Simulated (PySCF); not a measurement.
Static response to an electric field

Species: C₈H₇F.
Atom-mapped SMILES: `[F:1][C@@:2]12[C@H:3]3[CH:4]=[CH:5][C@@H:6]1[C@@H:7]2[CH:8]=[CH:9]3` (hydrogens: H10 on C3; H11 on C4; H12 on C5; H13 on C6; H14 on C7; H15 on C8; H16 on C9)

Structure used (GFN2-xTB), in Å, numbered top down from 1:
```
atom  x, y, z in Å
F1     0.029    0.609   -2.488
C2     0.037    0.369   -1.153
C3    -0.295   -1.021   -0.607
C4     0.847   -1.302    0.340
C5     1.534   -0.189    0.604
C6     1.044    0.930   -0.202
C7    -0.477    1.324   -0.124
C8    -1.370    0.564    0.750
C9    -1.336   -0.736    0.449
H10   -0.531   -1.786   -1.341
H11    0.975   -2.263    0.804
H12    2.343   -0.090    1.305
H13    1.705    1.740   -0.469
H14   -0.683    2.360   -0.347
H15   -1.962    1.025    1.519
H16   -1.868   -1.526    0.948
```

Level: PBE0/def2-SVPD (PySCF), static field, nuclei fixed, core orbitals frozen in the response. The polarisability tensor in these axes (au):

```
x   82.65  0.97 -0.95
y    0.97 86.45 -1.40
z   -0.95 -1.40 70.66
```

Question: Give the principal values, the mean and the anisotropy Δα = √{½[(α1 − α2)² + (α2 − α3)² + (α1 − α3)²]}.

Answer: Principal values 70.48, 82.45 and 86.84 au; mean 79.92 au = 11.84 Å³ = 13.18 × 10⁻⁴⁰ C²·m²/J; Δα = 14.67 au (18 % of the mean).

Question: What is the dipole moment, and where does it point?

Answer: (0.03, -0.22, 1.72) D, 1.74 D in size, pointing from the negative to the positive side. Measured along this direction, the outermost atoms are F1 at the negative end and H12 and H15 at the positive end.

Question: Traceless (Buckingham) quadrupole moment about the centre of nuclear charge: eigenvalues?

Answer: -7.26, -0.74, 8.01 D·Å. The values depend on the origin, since the dipole doesn't vanish. The electronic extent ⟨r²⟩ about the same centre is 840 bohr², a root-mean-square distance of 1.92 Å for the 64 electrons.

Question: Sum over states: ᾱ = Σ f/ω², ω in Eh. What share falls to these 6 lowest TDDFT singlets (eV, f)? 5.52, 0.0336; 5.74, 0.0041; 6.50, 0.0067; 6.52, 0.1372; 6.53, 0.0657; 6.74, 0.0288.

Answer: They add up to 5.03 au, 6.3 % of the 79.92 au; the largest single term is 2.39 au, from the state at 6.52 eV. Terms in order: 0.82, 0.09, 0.12, 2.39, 1.14, 0.47 au. Higher excitations give the rest. The strengths listed sum to 0.276.

Question: Directions of the eigenvectors, and the extent of the frame along each?

Answer: Largest value along (0.25, 0.96, -0.10), where the nuclei span 4.17 Å; middle along (0.97, -0.25, -0.05), 4.45 Å; least along (0.07, 0.08, 0.99), 3.88 Å. The strongest response doesn't lie along the longest of the three spans.

Question: Estimate the molar refractivity from the static electronic polarisability.

Answer: Lorentz–Lorenz: R = (4π/3)N_A α = 2.5225 cm³/(mol·Å³) × 11.84 Å³ = 29.9 cm³/mol, in the limit of long wavelengths.

Isolated species at its GFN2-xTB geometry (one conformer only).
